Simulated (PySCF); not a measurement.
# FRuN: fields on a plane

These are results of PBE0/[Ru def2-TZVP with ECP28, N def2-TZVP, F def2-TZVP], scalar-relativistic core potentials, density fitting, no spin–orbit coupling, PySCF, not measurements.

The singlet minimum has Ru–F 1.914 Å, Ru–N 1.548 Å; F–Ru–N 156.2°.

The plane holds Ru1 at (0.00, 0.00), N2 at (1.55, 0.00), F3 at (-1.75, 0.77) Å. Columns run from x = -3.75 to 3.75 Å, rows from y = 3.15 (top) to -1.95 Å, in steps of 0.3 Å. Other isomers or separated fragments may lie lower. Core electrons replaced by a potential are absent, the electrostatic potential uses the reduced nuclear charge, and values within about 0.7 Å of such atoms have no physical meaning.

Question: Give the electrostatic potential (V) (cut at 20 V). Every second row and column.

Answer: 
```
-0.6 -0.7 -0.8 -0.7 -0.6 -0.3 -0.1  0.1  0.1  0.0  0.0  0.0  0.0
-0.8 -1.0 -1.2 -1.3 -1.0 -0.4  0.1  0.3  0.2  0.1  0.0  0.0 -0.1
-1.0 -1.4 -1.9 -1.9 -1.4 -0.2  0.9  1.0  0.6  0.1 -0.1 -0.1 -0.1
-1.1 -1.8 -1.4 11.2  6.1  2.1  4.5  3.9  1.6  0.5  0.0 -0.2 -0.2
-1.1 -1.8  1.5 20.0 20.0 13.2 20.0 20.0  8.2  9.6  1.9 -0.2 -0.2
-1.0 -1.5 -1.1  8.7  9.5 20.0 20.0 20.0 20.0 20.0 10.6  0.1 -0.3
-0.6 -0.9 -0.9  0.2  5.1 20.0 20.0 20.0 20.0 20.0  5.9  0.0 -0.2
-0.3 -0.3 -0.1  0.8  3.2  7.7 12.0  9.4  3.5  2.2  0.6 -0.1 -0.1
-0.1  0.0  0.3  0.9  1.9  2.8  3.2  2.5  1.2  0.4  0.1  0.0  0.0
```

Question: Give the electron localisation function (set to 0 where the density is under 0.005 e/Å³). Lower edges of the bins: '0' 0.000, '1' 0.092, '2' 0.184, '3' 0.276, '4' 0.368, '5' 0.460, '6' 0.551, '7' 0.643, '8' 0.735, '9' 0.827; top 0.92.

Answer: 
```
00000000000000000000000000
00000000000000000000000000
00000000000000000000000000
00000111100000000000000000
00002344320000000010000000
00024677641000001222200000
00136899861011112455431000
00147986972133224777753000
00258919871377426899985200
00147988942789748779997300
00136889715900858038998400
00024676317900858138998400
00012342004888738879997300
00000110002577327899874100
00000000001243215777642000
00000000000111112555321000
00000000000011001232100000
00000000000000000000000000
```
